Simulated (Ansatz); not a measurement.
`O[Si](O)(O)C12CC3CC(CC(C3)C1)C2`. Total charge 0; triplet. Geometry PBE-D4/def2-SVP, that of the neutral singlet; atoms count from 1.

```xyz
32

O    -0.224   -1.655    3.127
Si   -1.305   -1.100    1.963
O    -2.215   -2.395    1.395
O    -2.341    0.023    2.669
C    -0.364   -0.308    0.547
C     0.499    0.869    1.073
C     1.272    1.520   -0.091
C     2.190    0.469   -0.747
C     1.339   -0.698   -1.288
C     0.338   -0.163   -2.331
C    -0.582    0.887   -1.677
C     0.270    2.051   -1.136
C    -1.357    0.235   -0.514
C     0.567   -1.351   -0.125
H    -0.339   -2.598    3.338
H    -3.160   -2.325    1.616
H    -2.182    0.147    3.620
H    -0.154    1.621    1.568
H     1.210    0.500    1.845
H     1.886    2.360    0.299
H     2.773    0.932   -1.573
H     2.926    0.091   -0.005
H     2.002   -1.455   -1.760
H    -0.269   -1.000   -2.739
H     0.883    0.287   -3.189
H    -1.304    1.271   -2.430
H     0.814    2.547   -1.969
H    -0.386    2.822   -0.676
H    -1.991   -0.595   -0.893
H    -2.040    0.977   -0.047
H    -0.035   -2.208   -0.498
H     1.278   -1.758    0.627
```

At PBE0-D4/def2-SVP a singlet of charge 0 lies 7.03 eV below the triplet at the same geometry.

(1) Estimate the Mulliken populations of the heavy atoms from the PBE0/def2-SVP orbitals of Ansatz.

(2) Where does the spin sit?

(3) And the Mayer bond orders between heavy atoms (over 0.3)?

## Answers

(1) 
| atom | charge (e) | spin (α − β) |
| --- | --- | --- |
| O1 | -0.34 | 0.07 |
| Si2 | 0.78 | 0.31 |
| O3 | -0.35 | 0.07 |
| O4 | -0.34 | 0.07 |
| C5 | -0.52 | 0.27 |
| C6 | 0.13 | 0.00 |
| C7 | -0.17 | 0.06 |
| C8 | 0.07 | -0.03 |
| C9 | -0.17 | 0.06 |
| C10 | 0.07 | -0.03 |
| C11 | -0.17 | 0.06 |
| C12 | 0.07 | -0.03 |
| C13 | 0.13 | 0.00 |
| C14 | 0.13 | 0.00 |
Mulliken values depend strongly on the basis.

(2) Summed by element: O 0.21, Si 0.31, C 0.38, H 1.11, of 2 unpaired in all. Largest on single atoms: Si2 0.31, C5 0.27, H17 0.16.

(3) O1–Si2 1.14 (1.68 Å); Si2–O3 1.14 (1.68 Å); Si2–O4 1.14 (1.68 Å); Si2–C5 0.56 (1.88 Å); C5–C6 1.01 (1.55 Å); C5–C13 1.01 (1.55 Å); C5–C14 1.01 (1.55 Å); C6–C7 0.98 (1.54 Å); C7–C8 1.04 (1.54 Å); C7–C12 1.04 (1.54 Å); C8–C9 1.04 (1.54 Å); C9–C10 1.04 (1.54 Å); C9–C14 0.98 (1.54 Å); C10–C11 1.04 (1.54 Å); C11–C12 1.04 (1.54 Å); C11–C13 0.98 (1.54 Å).
